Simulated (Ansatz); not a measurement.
Consider the formal exchange of groups at a B–B bond: `FB(F)B(F)F` + `[AlH3]` → `F[B](F)[AlH2]` + `FBF`.

Isolated molecules relaxed with PBE0-D4/def2-TZVP in Ansatz; ΔE leaves out vibrations. CBS: MP2 limit from def2 TZ/QZ plus the TZ coupled-cluster correction, frozen cores. This one scheme is used for every species. Functionals use def2-TZVPP. B3LYP here is the variant with VWN-RPA as its local correlation; programs differ in this. Each species was taken in one conformer, which may not be the lowest.

(1) Is it downhill or uphill in electronic energy at CCSD(T)/CBS, and by how much? (An estimate is asked.)

(2) What do these levels give: LDA (SPW92), revPBE-D4, B3LYP-D4, BHLYP-D4, CAM-B3LYP-D4, PBE, revPBE, r2SCAN, r2SCANh, r2SCAN0, MP2/def2-TZVPP, SCS-MP2/def2-TZVPP? (Estimate.)

Largest T1 diagnostic among the species: 0.014.

Answers

(1) The calculation gave: Downhill: ΔE = -6.2 kJ/mol.

(2) Ansatz gave: LDA (SPW92) -3.9, revPBE-D4 -5.4, B3LYP-D4 -4.7, BHLYP-D4 -4.2, CAM-B3LYP-D4 -2.5, PBE -8.2, revPBE -9.4, r2SCAN -4.3, r2SCANh -4.4, r2SCAN0 -4.5, MP2/def2-TZVPP -4.2, SCS-MP2/def2-TZVPP -3.7 kJ/mol.

Leaving LDA and LC-ωPBE aside and taking each functional with its dispersion term where it has one, the values, not all of them listed here, spread over 21.8 kJ/mol, from PBE-D4 to B97M-V. LDA lies +4.3 kJ/mol from PBE without D4. At CCSD(T), def2-SVP lies +8.8 kJ/mol from the extrapolated value and def2-TZVPP +2.4 kJ/mol.
